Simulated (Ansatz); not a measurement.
Si₃W₃⁻: single points at one geometry.

```yaml
crystal:
  periodic: [false, false, false]
  atoms:
    - {symbol: W, position_ang: [1.467084, -1.414804, 0.482005]}
    - {symbol: W, position_ang: [-2.221004, 0.815680, -0.702263]}
    - {symbol: W, position_ang: [-0.216344, 1.579944, -0.100448]}
    - {symbol: Si, position_ang: [1.363282, 0.049956, -1.352063]}
    - {symbol: Si, position_ang: [-0.761511, -1.150332, -0.208844]}
    - {symbol: Si, position_ang: [0.368484, 0.119547, 1.881613]}
basis:
  gaussian: {orbitals: def2-TZVPD, initial_orbitals: start.molden}
total_charge: -1
magnetization: {spin_polarized: true, initial_magnetization: 1}
hamiltonian: {xc: pbe, dispersion: d4}
scf: {omitted_lower_state_checks: [starts]}
output: {forces: true, orbitals: {seedname: orbitals}}
```

The file start.molden holds the orbitals of an earlier run on this structure, at another level or in another basis.

```sh
$ ansatz run in.yaml --threads 4 --pin off --events-out ev --progress --plain --max-ram 4787MiB
```

Shortened log:

```
Functional definition: PBE
1863 factors; their error is unknown
mean field evaluation 1: about -29100.6622 eV, gradient 8.7e0 eV
mean field evaluation 2: about -29100.9705 eV, gradient 7.9e-1 eV
mean field evaluation 4: about -29101.0189 eV, gradient 2.4e-1 eV
mean field evaluation 8: about -29101.0225 eV, gradient 2.0e-5 eV
mean field -29101.02250469 eV, -1069.4428516658 hartree, gradient 8.2e-6 eV, S^2 2.161227; 0 other end points of the search recorded, 0 dependent functions left out
reference -29101.02254831 eV, -1069.4428532687 hartree; 43, 42 occupied and 215, 216 virtual orbitals, 1863 factors
Total energy: -29101.64752658 eV, -1069.4658207967 hartree
Atom 0 at     1.467084    -1.414804     0.482005 Å, force    -0.275900     0.119191    -0.088144 eV/Å
Atom 1 at    -2.221004     0.815680    -0.702263 Å, force    -0.045630    -0.335847    -0.006772 eV/Å
Atom 2 at    -0.216344     1.579944    -0.100448 Å, force     0.280269    -0.430176     0.095869 eV/Å
Atom 3 at     1.363282     0.049956    -1.352063 Å, force    -0.062780     0.052226     0.110499 eV/Å
Atom 4 at    -0.761511    -1.150332    -0.208844 Å, force     0.093867     0.547002     0.017019 eV/Å
Atom 5 at     0.368484     0.119547     1.881613 Å, force     0.010174     0.047604    -0.128470 eV/Å
Dipole moment:    -0.432849     0.182322    -0.137425 e Å
Checks for a lower state left out: starts
```

Hardware: 4 threads of Arm Neoverse V2 on a shared host. Wall time 33 s, peak host memory 1.2 GiB.

First input, but with `hamiltonian: {xc: r2scan, dispersion: d4}`, `output: {orbitals: {seedname: orbitals}}` (abridged; 83 s):

```
Functional definition: r2SCAN
mean field evaluation 16: about -29109.3589 eV, gradient 7.1e-6 eV
mean field -29109.35888080 eV, -1069.7492078372 hartree, gradient 7.1e-6 eV, S^2 2.789454
Total energy: -29109.46552931 eV, -1069.7531270976 hartree
Checks for a lower state left out: starts
```

As the first input, with `hamiltonian: {xc: {name: r2SCANh}, dispersion: d4}`, `output: {orbitals: {seedname: orbitals}}` (abridged; 2.1 min):

```
Functional definition: r2SCANh
mean field -29106.86811308 eV, -1069.6576738119 hartree, gradient 9.2e-6 eV, S^2 3.036563
Total energy: -29106.99561602 eV, -1069.6623594585 hartree
Checks for a lower state left out: starts
```

First input, but with `correlation: {method: mp2}`, `output: {orbitals: {seedname: orbitals}}` and without the key `hamiltonian` (abridged; 18 s):

```
Functional definition: HF
mean field -29002.42859066 eV, -1065.8195921547 hartree, gradient 6.9e-6 eV, S^2 6.401391
15 core orbitals not correlated: weight in the atoms' cores, before any rotation towards them, 1.000 or more for the frozen orbitals, at most 0.000 for the correlated occupied ones
second order -38.46338967 eV of doubles, -0.00000000 eV of singles
Total energy: -29040.89198033 eV, -1067.2330956536 hartree
Checks for a lower state left out: starts
```

As the first input, with `hamiltonian: {xc: {name: wB97X-V}}`, `output: {orbitals: {seedname: orbitals}}` (abridged; 1.7 min):

```
Functional definition: wB97X-V
the host lacks memory for fits, so the integrals are decomposed
mean field evaluation 16: about -29098.0492 eV, gradient 1.0e-5 eV
mean field -29098.04920859 eV, -1069.3335850495 hartree, gradient 1.0e-5 eV, S^2 2.813811
Total energy: -29098.04920852 eV, -1069.3335850470 hartree
Checks for a lower state left out: starts
```

The first input with `hamiltonian: {xc: pbe0, dispersion: d4}`, `output: {orbitals: {seedname: orbitals}}` (abridged; 48 s):

```
Functional definition: PBE0
mean field evaluation 16: about -29097.2319 eV, gradient 3.3e-5 eV
mean field -29097.23192054 eV, -1069.3035502675 hartree, gradient 8.2e-6 eV, S^2 2.841844
Total energy: -29097.76804788 eV, -1069.3232525838 hartree
Checks for a lower state left out: starts
```

Geometry: PBE-D4/def2-SVPD.

In the def2 sets W takes a core potential; there is no spin–orbit coupling. Correlated methods freeze 15 core orbitals; core or outer-core shells of W are correlated, in sets that lack core-valence functions. At PBE-D4/def2-TZVPD, r2SCAN-D4/def2-TZVPD, r2SCANh-D4/def2-TZVPD, MP2/def2-TZVPD and others the charge -1 doublet is spin-contaminated (final ⟨S²⟩ up to 6.40, 0.75 for a pure state). Another isomer (doublet) lies 2.09 eV lower at PBE0-D4/def2-TZVPD; other spin states weren't run for this one.
